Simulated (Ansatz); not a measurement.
H$_{6}$Ge$_{2}$Se (SMILES [GeH3][Se][GeH3]), singlet, geometry from GFN2-xTB, atoms displaced at random by about 0.08 Å a coordinate; B3LYP/STO-3G, gradient (Ansatz, an electronic-structure program).

Here is a job for Ansatz.
Ansatz 0.2 input:
```yaml
crystal:
  periodic: [false, false, false]
  atoms:
    - {symbol: Se, position_ang: [0.00527230, -0.05984841, 1.11388015]}
    - {symbol: Ge, position_ang: [0.54889394, -1.60361326, -0.41551115]}
    - {symbol: H, position_ang: [1.01683813, -2.88521393, 0.12092474]}
    - {symbol: H, position_ang: [-0.63532922, -1.91834920, -1.43768011]}
    - {symbol: H, position_ang: [1.71277529, -1.19557600, -1.44049583]}
    - {symbol: Ge, position_ang: [-0.66854019, 1.56777419, -0.37211283]}
    - {symbol: H, position_ang: [-0.93533164, 2.89709134, 0.53313025]}
    - {symbol: H, position_ang: [0.55576760, 2.01043370, -1.28732912]}
    - {symbol: H, position_ang: [-1.74164330, 1.15491284, -1.41034544]}
basis:
  gaussian:
    orbitals: STO-3G
hamiltonian:
  xc: b3lyp
output: {forces: true}
```

Output, abridged:

```
Functional definition: B3LYP
629 factors; integrals over basis functions are off by at most 2.4e-5 eV
mean field evaluation 1: about -176450.1836 eV, gradient 3.8e1 eV
mean field evaluation 2: about -176451.9955 eV, gradient 2.7e1 eV
mean field evaluation 4: about -176454.8699 eV, gradient 6.8e-1 eV
mean field evaluation 8: about -176454.8380 eV, gradient 7.5e-3 eV
mean field -176454.83800330 eV, -6484.5956912362 hartree, gradient 2.5e-5 eV, S^2 0.000000; 0 other end points of the search recorded, 0 dependent functions left out
the calculation of the forces begins
reference -176454.83820036 eV, -6484.5956984779 hartree; 52, 52 occupied and 8, 8 virtual orbitals, 629 factors
Total energy: -176454.83820036 eV, -6484.5956984779 hartree
Atom 0 at     0.005272    -0.059848     1.113880 Å, force    -0.243179     0.432628     0.110705 eV/Å
Atom 1 at     0.548894    -1.603613    -0.415511 Å, force     0.797491    -1.858545    -3.879541 eV/Å
Atom 2 at     1.016838    -2.885214     0.120925 Å, force    -0.585781     1.263647    -0.230807 eV/Å
Atom 3 at    -0.635329    -1.918349    -1.437680 Å, force     1.808134     0.538688     1.871937 eV/Å
Atom 4 at     1.712775    -1.195576    -1.440496 Å, force    -1.901056    -0.405520     1.888371 eV/Å
Atom 5 at    -0.668540     1.567774    -0.372113 Å, force     0.459764     2.878486    -1.400680 eV/Å
Atom 6 at    -0.935332     2.897091     0.533130 Å, force     0.166997    -2.664447    -1.821399 eV/Å
Atom 7 at     0.555768     2.010434    -1.287329 Å, force    -1.941688    -0.838697     1.549792 eV/Å
Atom 8 at    -1.741643     1.154913    -1.410345 Å, force     1.439317     0.653760     1.911623 eV/Å
Dipole moment:    -0.093585     0.044026    -0.213069 e Å
```
